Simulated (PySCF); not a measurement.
Species: C4H10AlN.
Bonds: Al1–N2, N2–C3, C3–C4, C4–C5, C5–C6, N2–C6. Hydrogens: H7, H8 on Al1; H9, H10 on C3; H11, H12 on C4; H13, H14 on C5; H15, H16 on C6.

Method used: PySCF 2.14.0, PBE0-D3(BJ)/def2-SVP geometry optimisation, gas phase.

Q: How far are the bound atoms from Al1?

A: 3 atoms: H8 1.587 Å, H7 1.588 Å, N2 1.781 Å. The nearest atom not counted as bound is C6, at 2.90 Å (others tie with it).

Q: List the angles at Al1.

A: 
| angle | degrees | distance of the outer atoms (Å) |
| --- | --- | --- |
| H7–Al1–H8 | 125.3 | 2.82 |
| N2–Al1–H7 | 117.3 | 2.88 |
| N2–Al1–H8 | 117.3 | 2.88 |

Q: What is the shape at Al1?

A: Planar: angles 125.3°, 117.3° and 117.3°, sum 360.0°, 0.00 Å off the plane of its three neighbours.

Q: What are the other bond lengths?

A: N2–C3, N2–C6 1.451 Å; C3–C4, C5–C6 1.538 Å; C4–C5 1.544 Å; C3–H9 and 3 like bonds 1.105 Å; C4–H11 and 3 like bonds 1.100 Å.

Q: Give some angles away from the centre.

A: Al1–N2–C3 127.6°, C3–N2–C6 104.8°, N2–C3–C4 104.7°, C3–C4–C5 104.2°.

Q: What are the rotational constants (commonest isotopes, rigid rotor)?

A: A = 5945, B = 1959, C = 1639 MHz: an asymmetric top.

Point group: Cs (every atom within 0.08 Å of its image). Charge 0, singlet. Not checked by PBE0-D3(BJ)/def2-SVP frequencies.

One conformer stands for the species.
